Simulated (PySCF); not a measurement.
# Excitation energy of Os⁺ by level of theory

Os⁺ [Xe] 4f14 5d6 6s1 (6D) → Os⁺ [Xe] 4f14 5d6 6p1 (high-spin determinant), as a difference of total energies. All numbers are calculated (PySCF 2.14, scalar relativity through the core potential, in aug-cc-pwCVDZ-PP with ECP60MDF (6s6p5d3f, 70 functions)). Correlated levels: valence and next inner shell: nothing frozen outside the core potential. The calculations carry no spin-orbit coupling.

```json
{"method": "UHF", "excitation energy (eV)": "5.517"}
{"method": "MP2 (valence and next inner shell)", "excitation energy (eV)": "6.047"}
{"method": "SCS-MP2 (valence and next inner shell)", "excitation energy (eV)": "5.918"}
{"method": "CCSD (valence and next inner shell)", "excitation energy (eV)": "5.875"}
{"method": "CCSD(T) (valence and next inner shell)", "excitation energy (eV)": "5.820"}
```

Q: How much does correlation contribute at CCSD(T) (valence and next inner shell)?

A: 5.820 − (5.517) = 0.303 eV, measured against UHF.

The determinant of the upper state mixes LS terms, which raises its energy above the lowest term, most at the Hartree-Fock and MP2 levels.
